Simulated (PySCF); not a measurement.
**Question.** Give a PBE/def2-SV(P) geometry of `ClC1=C/C=C\C=C/C=C\1`.

**Answer.** 
```xyz
16
C8H7Cl angstrom
Cl     5.3060    0.8908    2.4498
C      3.8344    0.6717    1.5008
C      3.3334   -0.5785    1.3553
C      2.1627   -0.9523    0.5464
C      0.9109   -0.4315    0.6063
C      0.4239    0.6371    1.4926
C      0.9462    1.8778    1.6650
C      2.1189    2.4531    0.9873
C      3.3653    1.9319    0.8929
H      3.8982   -1.4083    1.8196
H      2.3159   -1.8235   -0.1212
H      0.1343   -0.9158   -0.0184
H     -0.5318    0.4182    2.0092
H      0.3806    2.5808    2.3075
H      1.9657    3.4603    0.5508
H      4.1502    2.5277    0.3899
```

Any rigid rotation of these coordinates is as good. Atoms count from 1 in this order. Of the pairs four or more bonds apart, C2···C6 is among the closest relative to their van der Waals radii: 3.41 Å, 100 % of the sum of Bondi's values. The 8-membered ring C2–C3–C4–C5–C6–C7–C8–C9 has internal angles of 126.0° to 128.8° (sum 1020°, against 1080° for a flat polygon); it is puckered, 0.38 Å rms from its mean plane, widest ring torsion 56°. The C–C distances run from 1.354 Å (C8=C9, drawn double) to 1.476 Å (C2–C9, drawn single), a spread of 0.122 Å.

Bonds between heavy atoms (Å): Cl1–C2 1.765, C2=C3 1.355, C3–C4 1.471, C4=C5 1.357, C5–C6 1.471, C6=C7 1.357, C7–C8 1.472, C8=C9 1.354, C2–C9 1.476.

Level of theory: PBE/def2-SV(P) geometry optimisation, gas phase in PySCF.

Point group: C1 (no symmetry element, even within 0.4 Å). No frequency check. The numbers are those of one conformer (C2–C3–C4–C5 -54°, C4–C5–C6–C7 53°, C6–C7–C8–C9 -53°, Cl1–C2–C9–C8 -128°).
